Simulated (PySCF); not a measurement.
**Excitation energy of Si²⁺ by level of theory**

Si²⁺ [Ne] 3s2 (1S) → Si²⁺ [Ne] 3s1 3p1 (3P), as a difference of total energies. All numbers are calculated (PySCF 2.14, scalar relativity by spin-free X2C-1e, in x2c-QZVPPall with one added diffuse shell each of s, p, d, f type (10s7p5d3f1g, 86 functions)). Correlated levels: valence and next inner shell: 1s2 frozen. The calculations carry no spin-orbit coupling.

```tsv
method	excitation energy (cm⁻¹)
UHF	42945
MP2 (valence and next inner shell)	51473
SCS-MP2 (valence and next inner shell)	52966
CCSD (valence and next inner shell)	52825
CCSD(T) (valence and next inner shell)	53101
```
